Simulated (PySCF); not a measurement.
C₅H₈SSi, SMILES C([SiH3])c1cccs1, GFN2-xTB optimised geometry.

```
15

Si     2.01    -2.21    -1.85
C      1.50    -1.81    -0.05
C      0.58    -0.66     0.00
C     -0.78    -0.66     0.00
C     -1.34     0.64     0.00
C     -0.40     1.62    -0.01
S      1.20     0.97    -0.01
H      2.71    -1.05    -2.42
H      0.80    -2.50    -2.62
H      2.90    -3.38    -1.82
H      1.01    -2.68     0.39
H      2.40    -1.60     0.54
H     -1.37    -1.56     0.01
H     -2.40     0.83     0.01
H     -0.53     2.68    -0.01
```

Density from CAM-B3LYP/def2-TZVP in PySCF at that geometry.

Minimum of the electron density along straight lines between bonded atoms, close to the bond critical point (lines longer than 1.1 times the sum of covalent radii, or with two minima, are not listed):

```
bond     length / Å  ρ at the minimum / e bohr⁻³  ∇²ρ there / e bohr⁻⁵  position (fraction from the first atom)
-------  ----------  ---------------------------  --------------------  ---------------------------------------
Si1–C2        1.916                            ?                  0.13                                     0.39
C2–C3         1.480                        0.267                 -0.71                                     0.48
C3–C4         1.360                        0.336                 -0.99                                     0.52
C4–C5         1.414                        0.305                 -0.88                                     0.50
C5–C6         1.354                        0.339                 -1.01                                     0.49
C3–S7         1.737                        0.213                     ?                                     0.48
C6–S7         1.723                        0.217                     ?                                     0.48
Si1–H8        1.462                        0.126                  0.18                                     0.49
Si1–H9        1.463                        0.126                  0.17                                     0.49
Si1–H10       1.463                        0.125                  0.18                                     0.49
C2–H11        1.091                        0.276                 -0.93                                     0.64
C2–H12        1.090                        0.276                 -0.94                                     0.64
C4–H13        1.076                        0.288                 -1.04                                     0.65
C5–H14        1.076                        0.290                 -1.05                                     0.65
C6–H15        1.072                        0.292                 -1.07                                     0.65
```

Q: Fill in the missing entries.

A: 
- Si1–C2, ρ at the minimum / e bohr⁻³: 0.115
- C3–S7, ∇²ρ there / e bohr⁻⁵: -0.43
- C6–S7, ∇²ρ there / e bohr⁻⁵: -0.46
